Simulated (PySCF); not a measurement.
# How methods differ on the excitation energy of Zr²⁺

Zr²⁺ [Kr] 4d2 (3F) → Zr²⁺ [Kr] 4d1 5s1 (3D), as a difference of total energies. Calculation: PySCF 2.14, in def2-QZVPPD with the def2 core potential (28 electrons) (7s5p4d3f2g, 81 functions); scalar relativity through the core potential. Correlated levels: valence: 4s2 4p6 frozen; valence and next inner shell: nothing frozen outside the core potential. The calculations carry no spin-orbit coupling.

```json
{"method": "UHF", "excitation energy (eV)": "2.305"}
{"method": "LDA", "excitation energy (eV)": "1.832"}
{"method": "PBE", "excitation energy (eV)": "2.079"}
{"method": "PBE0", "excitation energy (eV)": "2.256"}
{"method": "r2SCAN", "excitation energy (eV)": "2.288"}
{"method": "HSE06", "excitation energy (eV)": "2.215"}
{"method": "B3LYP", "excitation energy (eV)": "2.092"}
{"method": "M06", "excitation energy (eV)": "2.541"}
{"method": "M06-L", "excitation energy (eV)": "2.939"}
{"method": "MP2 (valence)", "excitation energy (eV)": "2.283"}
{"method": "SCS-MP2 (valence)", "excitation energy (eV)": "2.298"}
{"method": "MP2 (valence and next inner shell)", "excitation energy (eV)": "2.013"}
{"method": "SCS-MP2 (valence and next inner shell)", "excitation energy (eV)": "2.112"}
```

How much does correlation contribute at MP2 (valence and next inner shell)?

2.013 − (2.305) = -0.292 eV, measured against UHF.
